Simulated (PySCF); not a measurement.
Several molecules and their computed UV-vis stick spectra, shuffled. Level of theory: TDDFT B3LYP/def2-SVPD, vertical, gas phase, core orbitals frozen in the response (PySCF). Geometries: GFN2-xTB; one conformer of each isolated species. Triplets are in the Tamm–Dancoff approximation.

A. `CC(F)(F)S(=O)(=O)Cl`
B. `CC(C)(/C=N/N)C`
C. `C=C[C@H](N)CCN`
D. `C1CN(NC)CC1`
E. `FC1CCCCC1`

Lowest singlet levels (six at most, fewer where fewer were computed) with oscillator strengths:

1. 5.69 eV (f 0.085); 5.93 eV (f 0.052); 6.09 eV (f 0.147); 6.26 eV (f 0.024); 6.74 eV (f 0.006); 7.09 eV (f 0.041); T1 3.99 eV
2. 5.84 eV (f 0.004); 6.39 eV (f 0.080); 6.56 eV (f 0.005); 6.61 eV (f 0.003); 7.53 eV (f 0.003); 7.77 eV (f 0.126); T1 5.22 eV
3. 5.59 eV (f 0.009); 5.88 eV (f 0.015); 6.03 eV (f 0.017); 6.24 eV (f 0.013); 6.52 eV (f 0.001); 6.76 eV (f 0.007); T1 4.57 eV
4. 5.40 eV (f 0.025); 5.76 eV (f 0.011); 6.15 eV (f 0.001); 6.23 eV (f 0.004); 6.49 eV (f 0.004); 6.57 eV (f 0.014); T1 5.28 eV
5. 7.75 eV (f 0.000); 7.76 eV (f 0.001); 8.37 eV (f 0.006); 8.38 eV (f 0.012); 8.52 eV (f 0.009); 8.61 eV (f 0.024); T1 7.60 eV

Task: Match each spectrum to its molecule.

Result: 1 = B, 2 = A, 3 = C, 4 = D, 5 = E.
- A: S1 at 5.84 eV, HOMO→LUMO (98%); Löwdin shares by element: HOMO oxygen 53%, chlorine 44%; LUMO chlorine 44%, sulfur 26%, oxygen 18%; HOMO -9.28 and LUMO -2.18 eV.
- B: S1 at 5.69 eV, HOMO→LUMO (49%), HOMO→LUMO+1 (30%), HOMO→LUMO+2 (15%); Löwdin shares by element: HOMO nitrogen 61%, carbon 21% or more (atoms not listed hold the other 18%); LUMO nitrogen 40%, carbon 26% or more, hydrogen 8% or more (atoms not listed hold the other 26%); HOMO -6.25 and LUMO 0.07 eV.
- C: S1 at 5.59 eV, HOMO→LUMO (88%); Löwdin shares by element: HOMO nitrogen 61%, carbon 17% or more (atoms not listed hold the other 22%); LUMO carbon 65% or more, hydrogen 12% or more (atoms not listed hold the other 24%); HOMO -6.45 and LUMO -0.09 eV.
- D: S1 at 5.40 eV, HOMO→LUMO (98%); Löwdin shares by element: HOMO nitrogen 65%, carbon 12% or more (atoms not listed hold the other 22%); LUMO carbon 22% or more, hydrogen 18% or more (atoms not listed hold the other 60%); HOMO -5.95 and LUMO 0.34 eV.
- E: S1 at 7.75 eV, HOMO→LUMO (99%); Löwdin shares by element: HOMO (one of a set within 0.03 eV) carbon 48% or more (atoms not listed hold the other 52%); LUMO carbon 26% or more, hydrogen 8% or more (atoms not listed hold the other 66%); HOMO -8.28 and LUMO 0.36 eV; point group Cs, 1 of its 6 listed states under f = 0.0005.
A and B have S1 within 0.15 eV of each other; their strongest listed levels stand at 7.77 eV (f 0.126) and 6.09 eV (f 0.147).
B and C have S1 within 0.10 eV of each other; their strongest listed levels stand at 6.09 eV (f 0.147) and 6.03 eV (f 0.017).
